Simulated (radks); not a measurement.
The numbers below are computed, except where a source is named.
How relativity changes the ionisation of the titanium ion Ti+ ([Ar] 3d2 4s1) to Ti2+ ([Ar] 3d2). Spin-unpolarised spherical Kohn-Sham, PBE, point nucleus unless stated (finite: rms radius 3.5921 fm), a radial shooting solver on a logarithmic mesh with Libxc functionals. A level marked "c x" has the speed of light scaled by that factor and shares open shells by 2j + 1; other Dirac levels either fill j = l - 1/2 first or share by 2j + 1.

level                               E(Ti+) (hartree)  E(Ti2+) (hartree)  IE (eV)   HOMO  <r> HOMO (bohr)
non-rel.                                  -848.81363         -848.31847   13.474     4s            3.210
scalar-rel.                               -853.29446         -852.79570   13.572     4s            3.190
scalar-rel., finite nucleus               -853.29264         -852.79388   13.572     4s            3.190
Dirac, 2j+1 shares                        -853.30301         -852.80425   13.572  4s1/2            3.190
Dirac, low j first                        -853.30515         -852.80653   13.568  4s1/2            3.190
Dirac, 2j+1 shares, finite nucleus        -853.30120         -852.80244   13.572  4s1/2            3.190
Dirac, c x 0.85                           -855.05794         -854.55777   13.610  4s1/2            3.182
Dirac, c x 1.25                           -851.67372         -851.17627   13.536  4s1/2            3.197
Dirac, c x 1.5                            -850.79490         -850.29815   13.517  4s1/2            3.201

NIST Atomic Spectra Database: 13.576 eV (measured). The relativistic part of the total energy of Ti+ is -4.488 hartree (Dirac, 2j+1 shares, finite nucleus), 0.53 % of the non-relativistic value. Spin polarisation and multiplet splitting of open shells are left out at every level.

Beside tabulated values, note that spin-unpolarised runs miss the spin-polarisation part of the exchange energy of open shells.
